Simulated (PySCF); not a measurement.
A computed series [M(H2O)2]3+

Computed with PySCF 2.14.0, PBE0, def2-SVP on the ligands, density fitting, scalar-relativistic core potentials, no spin-orbit coupling, vacuum. Each member is relaxed from one template within its symmetry. Distances are means of the shortest metal–ligand contacts, charges and spins Mulliken's; removal energies are rigid, with the ligand's formal charge and no counterpoise, so too large; for an anion taken off a cation in vacuum most of it is the attraction of opposite charges, and multiply charged cations can part far more cheaply with an electron moved from ligand to metal. lcecp potentials hold a fixed number of 4f electrons in the core, out of states, spins and gaps.

```json
{"metal": "La", "basis on the metal": "def2-SVP with ECP46", "point group": "C1", "M–H2O (Å)": "2.370", "charge on M (e)": "2.27", "removal of one H2O (eV)": "3.86", "strongest infrared band, degenerate modes summed (cm⁻¹)": "3543", "unstable modes (below −25 cm⁻¹)": "0"}
{"metal": "Nd", "basis on the metal": "lcecp-1-SVP with ECP49", "point group": "C1", "M–H2O (Å)": "2.284", "charge on M (e)": "2.25", "removal of one H2O (eV)": "4.15", "strongest infrared band, degenerate modes summed (cm⁻¹)": "3503", "unstable modes (below −25 cm⁻¹)": "0"}
{"metal": "Dy", "basis on the metal": "lcecp-1-SVP with ECP55", "point group": "C1", "M–H2O (Å)": "2.209", "charge on M (e)": "2.22", "removal of one H2O (eV)": "4.45", "strongest infrared band, degenerate modes summed (cm⁻¹)": "3480", "unstable modes (below −25 cm⁻¹)": "0"}
{"metal": "Tm", "basis on the metal": "lcecp-1-SVP with ECP58", "point group": "Cs", "M–H2O (Å)": "2.171", "charge on M (e)": "2.20", "removal of one H2O (eV)": "4.62", "strongest infrared band, degenerate modes summed (cm⁻¹)": "–", "unstable modes (below −25 cm⁻¹)": "not given"}
{"metal": "Bi", "basis on the metal": "def2-SVP with ECP60", "point group": "C2, nearly C2v", "M–H2O (Å)": "2.214", "charge on M (e)": "2.16", "removal of one H2O (eV)": "4.89", "strongest infrared band, degenerate modes summed (cm⁻¹)": "3405", "unstable modes (below −25 cm⁻¹)": "0"}
```

Task: A further member has point group C1, M–H2O (Å) 2.252, charge on M (e) 2.24, removal of one H2O (eV) 4.27, strongest infrared band, degenerate modes summed (cm⁻¹) 3493, unstable modes (below −25 cm⁻¹) 0. Which metal is it?

Result: Eu, lcecp-1-SVP with ECP52. This is one of several that fit.

From Nd to Tm the M–H2O distance shrinks by 0.11 Å, the lanthanide contraction, and the energy to remove one H2O rises by 0.46 eV.

Moved off a saddle point of the template and relaxed again: La, Nd, Eu, Dy, Tm, Bi. One start shape was tried for each, so a minimum needn't be the lowest isomer.
